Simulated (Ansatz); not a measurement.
System: SiHCl, charge 0, singlet. SiHCl (SMILES [SiH]Cl).
B3LYP-D3(BJ)/def2-TZVP minimum from Ansatz (a program for electronic structure):
```
Si
H 1 1.5263
Cl 1 2.0943 2 94.91
```

Wanted: atomisation energy (electronic, to ground-state atoms), in kcal/mol. UHF or UKS for unpaired electrons; spin-orbit terms are left out. CBS(X,Y): correlation extrapolated as X^-3, Hartree-Fock from the larger set (Q,5: extrapolated as (X+1)exp(-9√X)). A bracket is a step between two methods taken in the basis named. The functionals are non-relativistic, so their misses hold any scalar relativity. Double hybrids freeze cores in their MP2 part. '+ core + X2C': CCSD(T) terms for core correlation (cc-pwCVTZ, 1s frozen past Ne) and scalar relativity (cc-pVTZ-DK). For partners of very few electrons the exact lower level stands in for a higher one. The restricted determinant of HClSi ([SiH]Cl, singlet) is unstable towards broken spin symmetry in at least one set run.

CCSD(T)/CBS(cc-pV(Q+d)Z,cc-pV(5+d)Z) + [CCSDT(Q) - CCSD(T)]/cc-pV(Q+d)Z + [CCSDTQ - CCSDT(Q)]/cc-pV(D+d)Z + core + X2C (Ansatz) gives 179.7 kcal/mol.

How far off this value is PBE/def2-TZVPD (Ansatz), in which direction, and which of these levels come nearer: r2SCAN/def2-TZVPD, B3LYP/def2-TZVPD, B2PLYP/def2-TZVPD, CCSD(T)/CBS(cc-pV(Q+d)Z,cc-pV(5+d)Z) + core + X2C?

PBE gives 178.4 kcal/mol, 1.3 kcal/mol below it. Differences of the others: r2SCAN/def2-TZVPD (Ansatz) -2.9; B3LYP/def2-TZVPD (Ansatz) -4.1; B2PLYP/def2-TZVPD (Ansatz) -5.0; CCSD(T)/CBS(cc-pV(Q+d)Z,cc-pV(5+d)Z) + core + X2C (Ansatz) -0.1 kcal/mol. Nearer than PBE: CCSD(T)/CBS(cc-pV(Q+d)Z,cc-pV(5+d)Z) + core + X2C.
